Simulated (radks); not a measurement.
Values are calculated unless marked as measured or tabulated.
Task: These are the eigenvalues of the occupied orbitals of an atom or ion with whole-number occupations (hartree). Code: a radial shooting solver on a logarithmic mesh with Libxc functionals. Model: scalar-relativistic Kohn-Sham, LDA (Slater exchange, VWN5 correlation), spin-polarised, spherical densities, finite nucleus; Fermi nuclear charge, rms radius of each element as measured or else 0.836 A^(1/3) + 0.57 fm.

orbital  eigenvalue
1s        -2951.720
2s        -729.8467

Which element is it, and in what charge state? The configuration may be excited. Open shells, if any, are filled with parallel spins first.

Result: Z = 75, rhenium, charge +71: Re71+ in [He] 2s2. The 1s level, -2951.7 hartree, gives Z - s = 76.8 by -(Z - s)^2/2, which with screening and relativity narrows Z to a few neighbours, and with so few levels the electron count can be read from the list.
